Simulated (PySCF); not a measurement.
**Ionisation energy of V⁸⁺ by level of theory**

V⁸⁺ [Ne] 3s2 3p3 (4S) → V⁹⁺ [Ne] 3s2 3p2 (3P), as a difference of total energies. Calculation: PySCF 2.14, in an even-tempered Gaussian basis (19 s from 0.4 bohr⁻², ratio 2.5; 12 p from 0.52 bohr⁻², ratio 2.5; 5 d from 3.3 bohr⁻², ratio 2.7; 4 f from 4.9 bohr⁻², ratio 2.7); the spin-free X2C one-electron Hamiltonian (Gaussian nucleus). Correlated levels: outer shells: 1s2 frozen; virtual orbitals above 40 to 60 times the deepest correlated orbital energy dropped. The calculations carry no spin-orbit coupling.

```
                method  ionisation energy (eV)
                   UHF                  203.69
    MP2 (outer shells)                  204.26
SCS-MP2 (outer shells)                  204.06
   CCSD (outer shells)                  204.12
CCSD(T) (outer shells)                  204.12
```

Q: How much does correlation contribute at CCSD(T) (outer shells)?

A: 204.12 − (203.69) = 0.43 eV, measured against UHF.

A first-order spin-orbit estimate (lowest level to lowest level, LS coupling) adds -0.723 eV.

For comparison: 206 ± 0.4 eV (semi-empirical (NIST evaluation); NIST Atomic Spectra Database, ionization energies).
